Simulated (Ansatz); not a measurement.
`c1ccc2[nH]ccc2c1` from Hartree–Fock to CCSD(T)

```xyz
16

C     0.4965   -0.7925    1.9852
C     0.9919   -1.6686    1.0091
C     0.8197   -1.4126   -0.3362
C     0.1363   -0.2531   -0.6854
N    -0.1808    0.2541   -1.9168
C    -0.8659    1.4312   -1.7610
C    -1.0049    1.7075   -0.4340
C    -0.3721    0.6450    0.2808
C    -0.1807    0.3565    1.6348
H     0.6509   -1.0266    3.0321
H     1.5200   -2.5636    1.3170
H     1.2039   -2.0919   -1.0891
H     0.0512   -0.1683   -2.7962
H    -1.2047    1.9864   -2.6218
H    -1.5012    2.5691   -0.0163
H    -0.5599    1.0275    2.3976
```

Total charge 0; spin multiplicity 1. Geometry: relaxed with PBE0-D4/def2-TZVP. Frozen core, restricted reference, Ansatz. CBS rows extrapolate triple and quadruple zeta; past MP2 they add the triple-zeta difference.

```csv
basis,HF (Eh),MP2 corr.,CCSD corr.,(T),CCSD(T) total
def2-SVP,-361.20606,-1.19940,-1.24183,-0.05568,-362.50357
def2-TZVPP,-361.59997,-1.45804,-1.47678,-0.08068,-363.15743
def2-QZVPP,-361.61513,-1.55154,–,–,–
CBS(def2),-361.61721,-1.62079,-1.63954,as TZ,-363.33743
```
